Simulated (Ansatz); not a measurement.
A series at Ge: from `N#[C][Ge]([F])([C]#N)[C]#N`, ligands are replaced one by one, each step taking up H–F and setting free `C#N`; n counts the steps. Ansatz, PBE0-D4/def2-TZVP geometries.

```json
{"n": "0", "molecule": "`N#[C][Ge]([F])([C]#N)[C]#N`", "HOMO energy, ωB97M-V/def2-TZVPP (eV)": "-13.63"}
{"n": "1", "molecule": "`N#[C][Ge]([F])([F])[C]#N`", "HOMO energy, ωB97M-V/def2-TZVPP (eV)": "-13.59"}
{"n": "2", "molecule": "`N#[C][Ge]([F])([F])[F]`", "HOMO energy, ωB97M-V/def2-TZVPP (eV)": "?"}
{"n": "3", "molecule": "`[F][Ge]([F])([F])[F]`", "HOMO energy, ωB97M-V/def2-TZVPP (eV)": "-15.22"}
```

Problem. By hand: fit a straight line y = ȳ + b (n − n̄) to the 3 given rows and predict n = 2.

Solution. n̄ = 1.333, ȳ = -14.147; Σ(n − n̄)(y − ȳ) = -2.663, Σ(n − n̄)² = 4.667, so b = -0.571 eV a step. Prediction: -14.147 + (-0.571) × (0.667) = -14.53 eV.

Problem. By hand: compare with the computed value, -13.67 eV, and give the steps along the whole series.

Solution. The line misses by 0.86 eV (computed minus predicted). Steps: 0.04, -0.08, -1.55 eV.

The steps change sign along the series, so a line is a poor guide. The highest orbital can change its character along such a series. The miss is 52.8 % of the series' range.
